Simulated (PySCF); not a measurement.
Atoms are numbered as in `[CH3:1][S:2][Si@H:3]([CH3:4])[C:5]#[N:6]` (H(Xn): hydrogen on atom n).

Geometry: PBE0-D3(BJ)/def2-SVP; GIAO absolute shieldings from PySCF, gas phase, non-relativistic, averaged over equivalent atoms.

At LDA/pcSseg-1 (151 basis functions, 13 s wall time on 1 thread of an Arm Neoverse V2, shared host):
```csv
atoms,σ (ppm)
C5,53.8
C1,166.6
C4,186.1
S2,656.7
Si3,342.7
N6,-108.5
H(Si3),25.59
H(C1),28.65
H(C4),30.23
```

**Question.** What do these become at B3LYP/pcSseg-1?

**Answer.** 
| atoms | σ at B3LYP/pcSseg-1 | change |
| --- | --- | --- |
| C5 | 55.0 | +1.2 |
| C1 | 164.1 | -2.5 |
| C4 | 183.5 | -2.6 |
| S2 | 664.5 | +7.8 |
| Si3 | 361.9 | +19.2 |
| N6 | -104.9 | +3.6 |
| H(Si3) | 26.65 | +1.06 |
| H(C1) | 29.21 | +0.56 |
| H(C4) | 30.82 | +0.59 |

The largest change is at Si3 (silicon bonded to 2 C, S, H). Cost: 151 basis functions, 13 s wall time on 1 thread of an Arm Neoverse V2, shared host. The order of the carbon signals is the same at both levels.
